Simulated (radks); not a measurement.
Task: All-electron atom: Bi2+ in [Hg] 6p1. Method: scalar-relativistic Kohn-Sham, PBE, spin-polarised, spherical densities, point nucleus; open shells are filled with parallel spins first (spin-orbit coupling, left out, can overturn this in heavy ions); computed with a radial shooting solver on a logarithmic mesh with Libxc functionals. Some entries of the table are withheld. Estimate them.

orbital  occ.  eigenvalue (eV)  <r^2> (bohr^2)  r(max) (bohr)
1s up       1        -90706.59       0.0003459       0.009652
1s down     1        -90706.58       0.0003459       0.009652
2s up       1        -16311.67        0.005240        0.05617
2s down     1        -16311.66        0.005240        0.05617
2p up       3        -13952.10        0.004486        0.04691
2p down     3        -13952.08        0.004486        0.04691
3s up       1        -3950.813         0.03368         0.1584
3s down     1        -3950.804         0.03368         0.1584
3p up       3        -3276.895         0.03501         0.1589
3p down     3        -3276.885         0.03501         0.1589
3d up       5        -2601.118         0.02902         0.1295
3d down     5        -2601.109         0.02902         0.1295
4s up       1        -920.4151          0.1603         0.3557
4s down     1        -920.3996          0.1603         0.3558
4p up       3        -699.6710          0.1841         0.3759
4p down     3        -699.6542          0.1841         0.3759
4d up       5        -447.6664          0.2059         0.3815
4d down     5        -447.6473          0.2059         0.3815
5s up       1        -175.3604          0.7730         0.7704
5s down     1        -175.3143          0.7729         0.7705
4f up       7        -170.1964          0.2321         0.3421
4f down     7        -170.1743          0.2321         0.3421
5p up       3        -113.4234           1.013            (1)
5p down     3        -113.3740           1.012            (2)
5d up       5         -44.5943           1.742          1.033
5d down     5         -44.4292           1.725          1.032
6s up       1         -31.0527           4.810            (3)
6s down     1         -30.3043           4.772            (4)
6p up       1         -19.5907           7.699          2.285
6p down     0         -18.7271           7.716          2.278

Result: 
(1) 5p up r(max) (bohr): 0.8602
(2) 5p down r(max) (bohr): 0.8603
(3) 6s up r(max) (bohr): 1.840
(4) 6s down r(max) (bohr): 1.829
